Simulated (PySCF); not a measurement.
**Ionisation energy of Ga²⁺ by level of theory**

Ga²⁺ [Ar] 3d10 4s1 (2S) → Ga³⁺ [Ar] 3d10 (1S), as a difference of total energies. All numbers are calculated (PySCF 2.14, a scalar-relativistic core potential, in aug-cc-pV5Z-PP with ECP10MDF (8s7p6d4f3g2h, 136 functions)). The calculations carry no spin-orbit coupling.

Question: Order these methods by the ionisation energy they give, lowest first.
A. BP86
B. UHF
C. M06-L
D. PBE0

Answer: B (29.629 eV), C (30.527 eV), D (31.123 eV), A (31.546 eV).

For comparison: 30.726 eV (measured; NIST Atomic Spectra Database, ionization energies).
